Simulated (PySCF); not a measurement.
**Computed structure and properties of [LaCl2]+**

System: [LaCl2]+ (singlet); start: template (C2v). Method: PySCF 2.14.0, RKS PBE0, La lcecp-1-SVP with ECP46, Cl def2-SVP; non-relativistic Hamiltonian with scalar-relativistic core potentials where named; density fitting; no spin-orbit coupling.

Input of the relaxation:

```python
mol = gto.M(atom='''
La     0.00000     0.00000    -0.37148
Cl     2.47870    -0.00000     0.73782
Cl    -2.47870     0.00000     0.73782''',
    basis={'La': 'lcecp-1-SVP', 'Cl': 'def2-SVP'},
    ecp={'La': 'lcecp-1-SVP'},
    charge=1, spin=0)
mf = dft.RKS(mol, xc='PBE0')
mf.grids.atom_grid = (50, 194)  # f atoms: unpruned, at least (60, 302)
mf = mf.density_fit()  # fitting sets: La AutoAux, Cl def2-universal-JKFIT
mf.conv_tol = 1e-08; mf.max_cycle = 55
mf.kernel(dm0)  # dm0: converged density of the start geometry
# quasi-Newton relaxation in Cartesian coordinates to a largest gradient under 0.00045 Eh/bohr, steps kept in the point group
```

Run from Python with OMP_NUM_THREADS=2; the lines above give its settings. Where DIIS fails, smearing, a level shift and second-order steps follow.
It took 13 s on 2 threads of AMD EPYC 7B13 (Zen 3) (shared host), from the converged density of the start.

Course of the relaxation:

```json
{"step": "0", "energy above end (eV)": "0.5862", "largest force component within the symmetry (eV/Å)": "1.994"}
{"step": "1", "energy above end (eV)": "0.2098", "largest force component within the symmetry (eV/Å)": "1.048"}
{"step": "2", "energy above end (eV)": "0.0931", "largest force component within the symmetry (eV/Å)": "0.679"}
{"step": "3", "energy above end (eV)": "0.0519", "largest force component within the symmetry (eV/Å)": "0.288"}
{"step": "4", "energy above end (eV)": "0.0139", "largest force component within the symmetry (eV/Å)": "0.439"}
{"step": "5", "energy above end (eV)": "0.0043", "largest force component within the symmetry (eV/Å)": "0.155"}
{"step": "6", "energy above end (eV)": "0.0000", "largest force component within the symmetry (eV/Å)": "0.006"}
```

Relaxed geometry (C2v):

```xyz
3

La    0.0000    0.0000   -0.6023
Cl    2.0361    0.0000    0.8532
Cl   -2.0361    0.0000    0.8532
```

| contact | Å |
| --- | --- |
| La1–Cl2 (Cl) | 2.503 |
| La1–Cl3 (Cl) | 2.503 |

On the finer grid (75, 302):

```json
{
  "HOMO": "-13.47 eV",
  "LUMO": "-7.62 eV",
  "Dipole about the centre of mass": "7.22 D",
  "Set of Mulliken populations of La1 outside the core potential": "s 2.12, p 6.15, d 1.30, f 0.06",
  "D3(BJ) dispersion energy (not in the energies)": "-0.095 eV"
}
```

```csv
atom,Mulliken (e),Löwdin (e),spin (e)
La1,1.37,0.83,0.00
Cl2,-0.19,0.08,0.00
Cl3,-0.19,0.08,0.00
```

The large-core potential holds the 4f shell empty.

On the grid (50, 194), as all that follows. Harmonic modes: a minimum; lowest 77 cm⁻¹ (negative: unstable), highest 384 cm⁻¹, zero-point energy 0.052 eV.

Taking off one Cl (charge -1, singlet; the rest: singlet) in vacuum, both parts rigid, costs 14.12 eV; the small basis without counterpoise inflates it. Most of it is the attraction of opposite charges; other ways to part are cheaper, and one spin state was tried for the rest.

Rigid scan of Cl along the line from its metal:

```
distance to Cl2 (Å)  energy (eV)
               2.20        0.970
               2.30        0.377
               2.40        0.083
               2.50        0.000
               2.60        0.067
               2.70        0.237
               2.90        0.761
               3.20        1.722
               3.60        2.964
               4.10        4.197
```

One start shape was tried, so this needn't be the lowest isomer.
